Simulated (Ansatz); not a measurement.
A single point on `C#[C][Hf]([Cl])([Cl])[Cl]`.

```yaml
crystal:
  periodic: [false, false, false]
  atoms:
    - {symbol: C, position_ang: [0.037392, -2.157281, -0.647116]}
    - {symbol: C, position_ang: [0.016268, -0.993807, -0.298351]}
    - {symbol: Hf, position_ang: [-0.018761, 1.065247, 0.319422]}
    - {symbol: Cl, position_ang: [1.519885, 1.327487, 2.038063]}
    - {symbol: Cl, position_ang: [0.554673, 2.375934, -1.509044]}
    - {symbol: Cl, position_ang: [-2.165471, 1.562200, 1.050687]}
    - {symbol: H, position_ang: [0.056015, -3.179770, -0.953661]}
basis:
  gaussian: {orbitals: def2-QZVPP}
correlation: {method: mp2}
```

```sh
$ ansatz run in.yaml --threads 4 --pin off --events-out ev --progress --plain --max-ram 10444MiB
```

Shortened log:

```
Functional definition: HF
  name "HF"
  cite "Fock, Z. Phys. 61, 126 (1930) doi:10.1007/BF01340294"
  parent pbe
  exchange = exact_x
  correlation = 0
2608 factors; integrals over basis functions are off by at most 1.0e-3 eV
mean field evaluation 1: about -40884.0865 eV, gradient 3.9e1 eV
mean field evaluation 2: about -40884.2966 eV, gradient 3.9e1 eV
mean field evaluation 4: about -40888.4701 eV, gradient 4.7e0 eV
mean field evaluation 8: about -40888.5520 eV, gradient 6.5e-1 eV
mean field -40888.55333615 eV, -1502.6266198468 hartree, gradient 2.6e-6 eV, S^2 0.000000; 0 other end points of the search recorded, 0 dependent functions left out
17 core orbitals not correlated: weight in the atoms' cores, before any rotation towards them, 1.000 or more for the frozen orbitals, at most 0.000 for the correlated occupied ones
reference -40888.55333615 eV, -1502.6266198468 hartree; 21, 21 occupied and 397, 397 virtual orbitals, 2608 factors
second order -35.30553645 eV of doubles, -0.00000000 eV of singles
Total energy: -40923.85887260 eV, -1503.9240743802 hartree
```

Run time 18 s (4 threads of an Arm Neoverse V2 on a shared host); peak host memory 2.2 GiB.
